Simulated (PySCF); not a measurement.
## C7H8FN: full NMR table

| Quantity | Value |
| --- | --- |
| Formula | C7H8FN |
| SMILES | C#C[C@@H]1C[C@H](F)CC=N1 |
| Point group of the computed structure | C1 |
| Degrees of unsaturation | 4 |
| Carbon signals | 7 |
| Proton signals | 8 |

Structure with atom numbers: `[CH:1]#[C:2][C@@H:3]1[CH2:4][C@H:5]([F:6])[CH2:7][CH:8]=[N:9]1`. Each H is labelled by its parent atom. Ha(C4), Ha(C7) are cis to C2 on the ring; Hb(C4), Hb(C7) are trans to C2 on the ring.

- shieldings: GIAO PBE0/pcSseg-1
- coordinates at the GFN2-xTB level
- run in PySCF 2.14
- no solvent model, no relativistic terms, single conformer

Shifts are taken against calculated references (same method and geometry level): TMS for ¹H (σ = 31.72 ppm) and ¹³C (σ = 186.93 ppm); ¹⁹F (σ = 170.95 ppm) against CFCl3; ¹⁵N (σ = 267.73 ppm) vs NH3.

| carbon | δC, type | δH (multiplicity) | HMBC from (2–3 bonds) | span of the C tensor (ppm) |
| --- | --- | --- | --- | --- |
| C1 | 77.0, CH | 1.71 (d) | H(C3) | 206 |
| C2 | 89.2, C | – | H(C3), Hb(C4), Ha(C4), H(C1) | 303 |
| C3 | 54.5, CH | 4.61 (m) | H(C8), H(C5), Hb(C4), Ha(C4), H(C1) | 38 |
| C4 | 40.3, CH2 | Ha(C4) 1.74 (m); Hb(C4) 2.49 (m) | H(C5), H(C3), Hb(C7), Ha(C7) | 35 |
| C5 | 89.1, CH | 4.80 (m) | H(C8), H(C3), Hb(C7), Hb(C4), Ha(C7), Ha(C4) | 95 |
| C7 | 40.2, CH2 | Hb(C7) 2.66 (m); Ha(C7) 2.25 (m) | H(C8), H(C5), Hb(C4), Ha(C4) | 39 |
| C8 | 163.3, CH | 7.81 (m) | H(C5), H(C3), Hb(C7), Ha(C7) | 202 |

Other nuclei:
| atoms | nucleus | environment | δ (ppm) | σ (ppm) |
| --- | --- | --- | --- | --- |
| F6 | ¹⁹F | fluorine on an sp3 carbon | -202.9 | 373.9 |
| N9 | ¹⁵N | imine nitrogen | 379.1 | -111.4 |

- Carbon types of the structure: 1 × C, 4 × CH, 2 × CH2, which accounts for all hydrogens.
- δC 163.3: C=N carbon.
- δC 89.2: alkyne carbon; the triple bond shields along its axis, which puts it between sp3 and sp2 carbons.
- δC 89.1: sp3 CH bonded to F; pulled downfield by the heteroatom.
- δC 77.0: terminal alkyne carbon; sp carbons lie upfield of alkene carbons because the cylindrical π system leaves one tensor component strongly shielded.
- δH 4.80: hydrogen on an sp3 CH bonded to F; its carbon carries F, which withdraws density.

Splittings by ¹⁹F in the carbon and heteronuclear signals aren't shown, as no couplings were computed. Shifts are as computed. Against solution values, carbons near 30 ppm lie about +3 ppm off and those near 130 ppm about +5 ppm. Of 1309 compounds with measured shifts, 239 miss one by over three times the rms of a fit or turn the order of signals round; such compounds aren't used in these exercises. Unscaled 19F shifts against computed CFCl3 carry errors that often reach 10 to 50 ppm. Experimental scales use liquid or dissolved standards, which lie at an offset from isolated NH3 (liquid NH3: subtract about 20 ppm). Unscaled 15N shifts of sp2 nitrogen come out 20 to 40 ppm too high even then. No couplings were computed; multiplicities are counted from neighbouring protons, with m where these are inequivalent, close in shift, in a saturated or five-membered ring or joined by F or P, and br s for small geminal =CH2 splittings.
